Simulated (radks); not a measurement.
Pd2+, configuration [Ar] 3d10 4s2 4p5.75 4d8 4f0.25 (fractional occupations, a model configuration).

All-electron calculation, Dirac Kohn-Sham, LDA (Slater exchange, Perdew-Wang correlation), spin-unpolarised, spherical densities, point nucleus; open shells fill j = l - 1/2 first. Program: a radial shooting solver on a logarithmic mesh with Libxc functionals.

Energy parts (hartree):
| part | energy |
|---|---|
| total | -5040.41959 |
| kinetic | 5263.53920 |
| electron-nucleus | -12178.20407 |
| Hartree | 2012.67822 |
| exchange-correlation | -138.43294 |

Orbitals (lengths in bohr, moments of r in powers of bohr):
| orbital | occ. | eigenvalue (hartree) | <r> | <1/r> | small-component weight |
|---|---|---|---|---|---|
| 1s1/2 | 2 | -887.5362 | 0.03188 | 48.19 | 2.83e-02 |
| 2s1/2 | 2 | -130.4881 | 0.1381 | 11.08 | 5.90e-03 |
| 2p1/2 | 2 | -121.1878 | 0.1172 | 11.06 | 5.92e-03 |
| 2p3/2 | 4 | -115.3388 | 0.1222 | 10.42 | 5.69e-03 |
| 3s1/2 | 2 | -24.37441 | 0.3797 | 3.857 | 1.64e-03 |
| 3p1/2 | 2 | -20.69966 | 0.3716 | 3.765 | 1.59e-03 |
| 3p3/2 | 4 | -19.67977 | 0.3825 | 3.609 | 1.53e-03 |
| 3d3/2 | 4 | -13.14729 | 0.3558 | 3.443 | 1.41e-03 |
| 3d5/2 | 6 | -12.94369 | 0.3593 | 3.403 | 1.40e-03 |
| 4s1/2 | 2 | -4.16741 | 0.9399 | 1.476 | 4.17e-04 |
| 4p1/2 | 2 | -3.02038 | 1.009 | 1.356 | 3.62e-04 |
| 4p3/2 | 3.75 | -2.85108 | 1.039 | 1.307 | 3.44e-04 |
| 4d3/2 | 4 | -1.11675 | 1.345 | 0.9954 | 2.12e-04 |
| 4d5/2 | 4 | -1.09663 | 1.360 | 0.9829 | 2.08e-04 |
| 4f5/2 | 0.25 | -0.18678 | 6.598 | 0.1763 | 6.86e-06 |
| 4f7/2 | 0 | -0.18677 | 6.599 | 0.1763 | 6.86e-06 |

The highest occupied level is 4f5/2 at -5.083 eV. Summed over all electrons, <r^2> = 41.72 bohr^2, which gives a Langevin (diamagnetic) susceptibility term of -33 x 10^-6 cm^3/mol.
